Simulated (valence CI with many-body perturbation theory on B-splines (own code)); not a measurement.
Values are calculated unless marked as measured or tabulated.
## From CI to CI+MBPT in Sm XXXI

Method: configuration interaction combined with many-body perturbation theory (CI+MBPT): four valence electrons over a frozen Dirac-Fock core [Ar] 3d10, radial functions for each j: 11 s, 11 p, 9 d, 7 f, 5 g, 2 h, 1 i, with the one-electron correlation potential Σ1 (screened to all orders), the two-electron term Σ2, the three-electron term Σ3, Breit, model QED; selected single and double excitations, second order for the rest (own B-spline code, finite nucleus).

No measured spectrum was set against this ion. As an estimate, large intervals hold to a few tenths of a per cent, small ones and those within an open d or f shell to about a per cent.

Each rung adds one term. CI alone is the Dirac-Coulomb CI over the frozen core; QED comes last and gives the full result, which names the levels. Energies are above (4s^2 4p1/2^2) J=0 on the same rung, in cm⁻¹.

Levels are named by their leading jj configuration (3d3/2^4 stands for four electrons in 3d with j = 3/2), which in mixed levels can hold well under half, so a name can repeat and another be missing. Letters in brackets count levels of one name in rising energy.

| Level | CI alone | + Σ1 | + Σ2 | + Σ3 | + Breit | Full |
| --- | --- | --- | --- | --- | --- | --- |
| (4s^2 4p1/2 4p3/2) J=1 | 268335 | 269623 | 270701 | 270788 | 267114 | 267571 |
| (4s^2 4p1/2 4p3/2) J=2 | 294885 | 296192 | 296860 | 296891 | 293019 | 293478 |
| (4s^2 4p3/2^2) J=2 | 582967 | 585570 | 587109 | 587172 | 579716 | 580608 |
| (4s^2 4p3/2^2) J=0 | 642097 | 644717 | 645212 | 645123 | 637880 | 638756 |
| (4s 4p1/2^2 4p3/2) J=2 | 807915 | 808814 | 811524 | 811772 | 811135 | 807001 |
| (4s 4p1/2^2 4p3/2) J=1 | 901652 | 902576 | 901654 | 901774 | 901088 | 897046 |
| (4s 4p1/2 4p3/2^2) J=2 [a] | 1054900 | 1056910 | 1061090 | 1061420 | 1057390 | 1053830 |
| (4s 4p1/2 4p3/2^2) J=3 | 1107190 | 1109250 | 1112270 | 1112530 | 1107980 | 1104480 |
| (4s^2 4p1/2 4d3/2) J=2 | 1151440 | 1152310 | 1153590 | 1153900 | 1148660 | 1147260 |
| (4s 4p1/2 4p3/2^2) J=0 | 1161940 | 1164070 | 1165590 | 1165700 | 1161750 | 1158110 |
| (4s 4p1/2 4p3/2^2) J=1 [a] | 1188480 | 1190570 | 1189900 | 1190030 | 1185750 | 1182290 |
| (4s 4p1/2 4p3/2^2) J=1 [b] | 1233620 | 1235600 | 1230330 | 1230350 | 1226430 | 1222880 |
| (4s 4p1/2 4p3/2^2) J=2 [b] | 1238360 | 1239820 | 1237710 | 1237830 | 1232660 | 1230480 |
| (4s^2 4p1/2 4d5/2) J=3 | 1305430 | 1306290 | 1304200 | 1304340 | 1296870 | 1296680 |
| (4s^2 4p1/2 4d3/2) J=1 | 1311930 | 1312540 | 1305260 | 1305190 | 1299810 | 1298990 |
| (4s^2 4p1/2 4d5/2) J=2 | 1325980 | 1326890 | 1320900 | 1320940 | 1314180 | 1313650 |
| (4s 4p3/2^3) J=2 | 1425740 | 1428830 | 1431190 | 1431430 | 1423280 | 1420680 |
| (4s 4p3/2^3) J=1 | 1514530 | 1517110 | 1513200 | 1513310 | 1505240 | 1503400 |
| (4s^2 4p3/2 4d3/2) J=2 | 1547330 | 1548990 | 1543890 | 1543990 | 1534860 | 1534770 |
| (4s^2 4p3/2 4d5/2) J=4 | 1543060 | 1545080 | 1546080 | 1546370 | 1535250 | 1535630 |
| (4s^2 4p3/2 4d3/2) J=0 | 1559450 | 1561070 | 1556660 | 1556750 | 1547760 | 1547800 |
| (4s^2 4p3/2 4d3/2) J=3 | 1566160 | 1567790 | 1562690 | 1562740 | 1553170 | 1553280 |
| (4s^2 4p3/2 4d3/2) J=1 | 1598570 | 1600940 | 1595070 | 1595070 | 1586090 | 1585020 |
| (4s^2 4p3/2 4d5/2) J=2 | 1630940 | 1633230 | 1627290 | 1627300 | 1617140 | 1616760 |
| (4s^2 4p3/2 4d5/2) J=3 | 1674330 | 1676320 | 1669090 | 1668970 | 1658240 | 1658520 |
| (4s^2 4p3/2 4d5/2) J=1 | 1704720 | 1706930 | 1699780 | 1699510 | 1689310 | 1689190 |
| (4s 4p1/2^2 4d3/2) J=2 | 1715030 | 1715690 | 1716920 | 1717300 | 1715500 | 1709150 |
| (4s 4p1/2^2 4d3/2) J=1 | 1719250 | 1719130 | 1721190 | 1721610 | 1719230 | 1714350 |
| (4p1/2^2 4p3/2^2) J=2 | 1763060 | 1763830 | 1763420 | 1763780 | 1761390 | 1755310 |
| (4p1/2^2 4p3/2^2) J=0 | 1814690 | 1816400 | 1813180 | 1813350 | 1812180 | 1804230 |
| (4s 4p1/2^2 4d5/2) J=3 | 1813680 | 1814090 | 1814640 | 1815050 | 1810760 | 1806110 |

Q: How does the ionisation energy move along the ladder, and which term matters most?

A: CI alone 1181.6, + Σ1 1183.2, + Σ2 1183.3, + Σ3 1183.2, + Breit 1182.0, + QED 1182.1 eV. The largest step is Σ1, 1.6 eV. NIST lists 1180 ± 4 eV (theoretical).
